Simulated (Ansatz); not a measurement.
Computed with Ansatz on PBE0-D4/def2-TZVP structures; ΔE is electronic, products minus reactants. CCSD(T)/CBS adds triple-zeta CCSD(T) − MP2 to the extrapolated MP2 energy (def2 sets, frozen cores). Each species was taken in one conformer, which may not be the lowest.

Consider the substitution at a C–N bond: `CNCS` + `[SiH3]S` → `[SiH3]SCS` + CH₃NH₂.

`CNCS`:

Z-matrix (Å, degrees):
```
C
N 1 1.446
H 1 1.091 2 109.5
H 1 1.103 2 114.1 3 -121.5
H 1 1.093 2 109.5 3 117.8
C 2 1.436 1 113.1 3 177.7
H 2 1.012 1 111.3 3 53.7
S 6 1.819 2 108.1 1 175.4
H 6 1.101 2 114.7 1 -63.8
H 6 1.093 2 108.4 1 56.7
H 8 1.341 6 96.6 2 144.8
```

`[SiH3]S`:

```xyz
6

Si    0.332   -0.272   -0.307
S    -0.326    1.343    0.928
H     0.347   -1.558    0.436
H     1.711    0.095   -0.710
H    -0.524   -0.425   -1.510
H    -1.540    0.817    1.162
```

`[SiH3]SCS`:

```xyz
10

Si    1.029   -0.122    1.298
S     1.133   -0.058   -0.836
C    -0.612   -0.341   -1.252
S    -1.819    0.707   -0.421
H     0.155   -1.246    1.721
H     2.432   -0.367    1.719
H     0.553    1.141    1.910
H    -0.685   -0.231   -2.334
H    -0.893   -1.363   -0.993
H    -1.294    1.880   -0.812
```

CH₃NH₂:

Z-matrix (Å, degrees):
```
C
N 1 1.453
H 1 1.092 2 109.4
H 1 1.100 2 115.4 3 -121.6
H 1 1.092 2 109.4 3 116.8
H 2 1.012 1 110.6 3 62.6
H 2 1.012 1 110.6 3 -179.3
```

```
    species  CCSD(T)/def2-SVP energy (Eh)
     `CNCS`                    -532.20893
  `[SiH3]S`                    -688.87891
`[SiH3]SCS`                   -1125.57944
     CH₃NH₂                     -95.50852
```

Work out ΔE.

ΔE = (-1125.57944) + (-95.50852) − (-532.20893) − (-688.87891) = -0.00012 Eh = -0.3 kJ/mol. CCSD(T)/CBS gives -13.6 kJ/mol.

Largest T1 diagnostic among the species: 0.011.

From BLYP to BHLYP (50 % exact exchange), in def2-TZVPP and without D4, ΔE moves by +3.3 kJ/mol. In def2-TZVPP, CCSD(T) changes the Hartree–Fock value by −11.0 kJ/mol (the triples alone add −2.8 kJ/mol) and MP2 by −16.3 kJ/mol. Leaving LDA and LC-ωPBE aside and taking each functional with its dispersion term where it has one, the values, not all of them listed here, spread over 9.9 kJ/mol, from revPBE-D4 to CAM-B3LYP-D4. LDA lies +3.2 kJ/mol from PBE without D4.
